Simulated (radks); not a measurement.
Species: Cs+. Configuration: [Xe].

Method: non-relativistic Kohn-Sham, TPSS, spin-polarised, spherical densities, point nucleus; meta-GGA in the generalised Kohn-Sham scheme; relativity is left out, which matters for an element this heavy; computed with a radial shooting solver on a logarithmic mesh with Libxc functionals.

Energy parts (hartree):
total: -7556.1159
kinetic: 7553.4848
electron-nucleus: -17900.9858
Hartree: 2977.6674
exchange-correlation: -186.2823

Orbitals (lengths in bohr, moments of r in powers of bohr):
orbital  occ.  eigenvalue (hartree)     <r^2>
1s          2             -1259.367  0.001020
2s          2             -192.5017   0.01652
2p          6             -181.3148   0.01238
3s          2             -40.19261    0.1116
3p          6             -35.43084    0.1064
3d         10             -26.61023   0.08857
4s          2              -7.71714    0.5918
4p          6              -6.00041    0.6430
4d         10              -3.04116    0.8044
5s          2              -1.10578     3.717
5p          6              -0.69072     4.954

The highest occupied level is 5p at -18.795 eV. Virial ratio -V/T = 2.00035. For comparison, the ionisation energy in NIST's Atomic Spectra Database is 23.157 eV (measured). In exact Kohn-Sham theory the highest level is minus the ionisation energy, but local and semilocal functionals leave it too shallow, through self-interaction and a potential that decays too fast; potentials with the right tail come closer. The density falls to 0.001 e/bohr^3 at r = 4.05 bohr. Summed over all electrons, <r^2> = 52.10 bohr^2, which gives a Langevin (diamagnetic) susceptibility term of -41.3 x 10^-6 cm^3/mol. The electron density at the nucleus is 1.177e+05 e/bohr^3.
